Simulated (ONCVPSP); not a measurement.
# Which change was made? (W, ONCV)

* Element: W
* Generator: ONCVPSP 4.0.1
* Type: optimised norm-conserving Vanderbilt (ONCV)
* Functional: PBE
* Relativity: scalar-relativistic
* Frozen core: [Xe] 4f14
* Valence charge: 6
* Reference configuration: 5d4 6s2
* Partial waves: 6s: rc 2.90 bohr, ncon 4, nbas 8, qcut 2.6 1/bohr, 2 projectors, debl 0.7 Ha; p scattering state at 0.07 Ha: rc 3.10 bohr, ncon 4, nbas 7, qcut 2.4 1/bohr, 2 projectors, debl 2.3 Ha; 5d: rc 2.45 bohr, ncon 4, nbas 9, qcut 7.3 1/bohr, 2 projectors, debl 2.2 Ha
* Local potential: polynomial inside 1.95 bohr (lpopt 5, dvloc0 2 Ha)
* Core correction: Teter function, fcfact 5.5, rcfact 1.1

In the p channel the program set the typed energies aside and used 0.050, 2.350 Ha.

Cutoffs, loose and tight: the cutoffs (Ha) at which the residual kinetic energy of the hardest occupied pseudo-wave falls to 1 and 0.1 mHa per electron. They do not see the model core or the augmentation charge, which bear on the density cutoff. Test errors are all-electron minus pseudo excitation energies from the reference, over the configurations 5d4 6s1; 5d4 6s0; 5d3 6s0; 5d3 6s2 6p1; variants that change the core or the reference have their own tests.

The base gives: outcome: generated, projector energies reset by the program; cutoff, loose: 14 Ha; cutoff, tight: 17 Ha; bound ghosts: none; GHOST(+) flags above zero: s, p; largest test error (meV): +77.

After one change the result is: outcome: generated; cutoff, loose: 19 Ha; cutoff, tight: 52 Ha; bound ghosts: none; GHOST(+) flags above zero: none; largest test error (meV): -9.6. Which change was it?
A. core [Kr] 4d10 4f14, valence charge 14; reference 5s2 5p6 5d4 6s2; waves now 5s+6s: rc 2.00 bohr, ncon 5, nbas 9, qcut 7.7 1/bohr, 2 projectors; 5p: rc 1.90 bohr, ncon 4, nbas 7, qcut 7.4 1/bohr, 2 projectors, debl 1.8 Ha; 5d: rc 1.85 bohr, ncon 3, nbas 7, qcut 4.8 1/bohr, local; local potential the d channel
B. all radii but the core radius scaled by about 1.25 (s 3.62, p 3.88, d 3.06 bohr); local potential polynomial inside 2.44 bohr (lpopt 5, dvloc0 2 Ha)
C. s: qcut 2.4

A. The others give: all radii but the core radius scaled by about 1.25 (s 3.62, p 3.88, d 3.06 bohr); local potential polynomial inside 2.44 bohr (lpopt 5, dvloc0 2 Ha) → outcome: generated, projector energies reset by the program; cutoff, loose: 11 Ha; cutoff, tight: 13 Ha; bound ghosts: none; GHOST(+) flags above zero: s; largest test error (meV): -102 | s: qcut 2.4 → outcome: generated, projector energies reset by the program; cutoff, loose: 14 Ha; cutoff, tight: 17 Ha; bound ghosts: none; GHOST(+) flags above zero: s, p; largest test error (meV): +58.
